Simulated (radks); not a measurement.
Values are calculated unless marked as measured or tabulated.
Ionisation of the phosphorus ion P3+, [Ne] 3s2, to [Ne] 3s1 as the strength of local exchange is varied. Code: a radial shooting solver on a logarithmic mesh with Libxc functionals. Model: scalar-relativistic Kohn-Sham, Slater X-alpha exchange (alpha = 2/3 is LDA exchange), no correlation, spin-polarised, spherical densities, finite nucleus; Fermi nuclear charge, rms radius 3.1889 fm.

alpha  E(P3+) (hartree)  exchange (hartree)  IE (eV)  -e of the level emptied (eV)  <r> of it (bohr)
0.639        -336.79846           -18.98755   49.434                   43.932 (3s)             1.683
0.667        -337.63140           -19.85649   49.802                   44.347 (3s)             1.676
0.767        -340.61889           -22.98517   51.126                   45.847 (3s)             1.654
0.792        -341.36885           -23.77352   51.460                   46.226 (3s)             1.648
0.874        -343.83740           -26.37663   52.562                   47.478 (3s)             1.630

NIST Atomic Spectra Database: 51.444 eV (measured). The Delta-SCF value meets it near alpha = 0.79.
